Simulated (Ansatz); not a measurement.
Stepwise reaction of `CN[SiH2]N` with hydrogen fluoride, as a gas-phase model of exchange steps in deposition or etching. ΔE in kJ/mol.

Program: Ansatz. Geometries: PBE0-D4/def2-TZVP. ΔE: electronic, gas phase. CBS: MP2 limit from def2 TZ/QZ plus the TZ coupled-cluster correction, frozen cores. This one scheme is used for every species. DFT in def2-TZVPP. B3LYP here is the variant with VWN-RPA as its local correlation; programs differ in this. Each species was taken in one conformer, which may not be the lowest.

```csv
step,reaction,PBE-D4,B3LYP-D4,ωB97M-V,CCSD(T)/CBS
1,`CN[SiH2]N` + H–F → `CN[SiH](N)F` + H₂,-141.9,-151.0,-151.7,-147.7
2,`CN[SiH](N)F` + H–F → `CN[Si](N)(F)F` + H₂,-135.5,-145.7,-146.2,-142.0
```

Question: By hand: ΔE of the 2 steps together at CCSD(T)/CBS.

Answer: (-147.7) + (-142.0) = -289.7 kJ/mol, or -144.8 kJ/mol a step.

In ΔE each step is higher than the one before. All are downhill at CCSD(T)/CBS. PBE-D4 differs from CCSD(T)/CBS by 5.8 to 6.5 kJ/mol a step. Isolated molecules leave out the surface, adducts and barriers. Largest T1 diagnostic: 0.010.
